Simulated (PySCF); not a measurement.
Species: C₄H₈NSi₂ (doublet state).
Geometry (GFN2-xTB, Å), atoms numbered from 1 in this order:
```
atom  x, y, z in Å
C1     3.900    0.118   -0.637
C2     2.836   -0.452   -0.603
Si3    1.269   -1.390   -0.420
Si4   -0.362   -0.425    0.859
N5    -1.658   -1.573    0.772
C6    -0.795    1.325    0.296
C7    -1.846    1.658   -0.442
H8     4.818    0.630   -0.694
H9     1.012   -1.931   -1.767
H10   -0.030   -0.367    2.292
H11   -2.039   -1.806   -0.131
H12   -2.414   -1.476    1.429
H13   -0.077    2.101    0.540
H14   -2.027    2.665   -0.788
H15   -2.590    0.929   -0.727
```

The hyperfine couplings belong to this conformer and change with its torsions.

The species is `C#C[SiH][Si@H](N)C=C` [radical].

Method: PySCF, UKS B3LYP, pcH-1 on C H N Si, non-relativistic, mean-field spin-orbit, GIAO. The structure is a single GFN2-xTB conformer in the gas phase; no vibrational or solvent corrections. A GFN2-xTB geometry isn't a minimum of the functional, and hyperfine couplings can be far from their values at a DFT geometry, by a factor of two or more for some ions and for spin on atoms past the first row. Stability of the SCF solution: not tested.

Principal values of hyperfine tensors in MHz (contact, dipolar and spin–orbit terms together), for some of the nuclei:

```csv
atom,isotope,A1,A2,A3
Si3,29Si,-506.56,-256.92,-255.13
C6,13C,21.00,23.96,30.79
Si4,29Si,-22.48,-13.71,-11.81
H8,1H,-23.02,-16.27,-6.60
C2,13C,-22.52,-13.26,-3.90
C7,13C,0.56,1.11,9.96
H9,1H,-8.03,3.39,9.33
H12,1H,-2.72,-2.06,0.42
```

(1) Split each tensor into its isotropic and traceless parts, and turn a_iso into mT with g = 2.0035.

(2) What spin density at the nucleus of C2 lies behind its contact coupling (g_N = 1.40482)?

(3) C1 (13C, g_N = 1.40482) isn't in the table. Its spin density at the nucleus is 0.01455 bohr⁻³. What is its contact coupling?

(4) Name the largest traceless tensor T of the table and describe it.

(5) What first-order splitting does Si4 cause when the field lies along A1, A2 or A3 of its tensor (g taken as isotropic, no quadrupole term)?

Results:

(1) a_iso = (A1 + A2 + A3)/3, Ti = Ai − a_iso; 1 mT corresponds to 28.041 MHz. The tensors hold a spin–orbit part: the run splits a_iso into a_FC + a_SO, and T includes its anisotropic share.

| atom | a_iso (MHz) | a_FC | a_SO | a_iso (mT) | T1 | T2 | T3 |
| --- | --- | --- | --- | --- | --- | --- | --- |
| Si3 | -339.54 | -340.56 | 1.02 | -12.108 | -167.02 | 82.62 | 84.41 |
| C6 | 25.25 | 25.26 | 0.00 | 0.901 | -4.25 | -1.29 | 5.54 |
| Si4 | -16.00 | -16.04 | 0.04 | -0.571 | -6.48 | 2.29 | 4.19 |
| H8 | -15.30 | -15.30 | 0.00 | -0.546 | -7.72 | -0.97 | 8.70 |
| C2 | -13.22 | -13.25 | 0.03 | -0.472 | -9.30 | -0.03 | 9.33 |
| C7 | 3.88 | 3.88 | -0.01 | 0.138 | -3.31 | -2.77 | 6.08 |
| H9 | 1.56 | 1.54 | 0.02 | 0.056 | -9.60 | 1.83 | 7.77 |
| H12 | -1.45 | -1.45 | 0.00 | -0.052 | -1.26 | -0.61 | 1.87 |

(2) a_FC = 800.24 MHz bohr³ × g_N × ρ(0)/(2S). With a_FC = -13.25 MHz and 2S = 1, ρ(0) = -0.01179 bohr⁻³.

(3) By the same relation, a_FC = 16.36 MHz. The spin–orbit term adds -0.06 MHz. Its full tensor has the principal values -0.12, 3.43, 45.60 MHz.

(4) Si3: -167.0, 82.6, 84.4 MHz (the dipolar term alone has -166.1, 82.4, 83.7), axial, in the ratio +1:+1:−2, the form that spin in one p orbital centred on that nucleus gives (the nuclear moment is negative).

(5) 2 lines (I = 1/2), spaced by |A_i|/(g × 13.996): 0.80, 0.49, 0.42 mT along the axes of A1, A2 and A3.

Time: 94 s of wall time (grids of density and orbitals included); peak memory 1.0 GiB. Hardware: one thread, Arm Neoverse V2 (aarch64), shared host.
